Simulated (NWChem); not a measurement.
# Si$_{2}$H$_{4}$OClF; SMILES [SiH2](O[SiH2]Cl)F

```xyz
9

Si    -0.0088    -1.7573    -0.5081
F     -0.9170    -2.0804     0.8107
O      0.9957    -0.4708    -0.1722
Si     0.9239     1.1096     0.3548
Cl    -0.9123     1.9340    -0.1687
H     -0.9369    -1.4196    -1.6304
H      0.8658    -2.9355    -0.7833
H      2.0067     1.8753    -0.3342
H      1.0493     1.1604     1.8444
```
Atoms are numbered in this order, from 1.

Results from NWChem. Pople sets run with spherical d functions. Coordinates come from a PBE-D3(BJ)/def2-SVP optimisation.

For level CAM-B3LYP/6-311G**:

- orbital gap (eV) = 11.57

Task: What are these values for level CAM-B3LYP/6-31+G*?

Result: The orbital gap (eV) comes out as 11.01.
